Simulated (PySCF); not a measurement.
# Electron correlation in Fe (iron, neutral)

Starting occupation: [Ar] 3d6 4s2, 3d3/2 with m_j = -3/2, -1/2, +1/2, +3/2, 3d5/2 with m_j = +3/2, +5/2. Computed with PySCF 2.14 in x2c-SVPall-2c, with X2C-1e with screened-nucleus spin-orbit coupling, Gaussian nucleus. Frozen: [Ne]; 16 electrons correlated; the 6 highest virtual spinors left out.

MP2 pair energies summed by pair of shells (mhartree):

```json
{"pair": "3d-3p", "energy": "-99.97", "share (%)": "34.2"}
{"pair": "3d-3d", "energy": "-81.07", "share (%)": "27.7"}
{"pair": "3p-3p", "energy": "-52.72", "share (%)": "18.0"}
{"pair": "4s-4s", "energy": "-19.46", "share (%)": "6.7"}
{"pair": "3d-4s", "energy": "-14.63", "share (%)": "5.0"}
{"pair": "3p-3s", "energy": "-9.02", "share (%)": "3.1"}
{"pair": "3p-4s", "energy": "-7.55", "share (%)": "2.6"}
{"pair": "3d-3s", "energy": "-5.83", "share (%)": "2.0"}
{"pair": "3s-3s", "energy": "-1.87", "share (%)": "0.6"}
{"pair": "3s-4s", "energy": "-0.49", "share (%)": "0.2"}
```

Total MP2 correlation energy: -292.61 mhartree.

The GHF reference relaxed away from the jj start to a determinant that is no pure jj level (⟨S²⟩ = 6.01, ⟨J²⟩ = 20.02); the energies belong to that determinant.

This basis was not built for core-valence correlation, so the inner-shell part is incomplete.
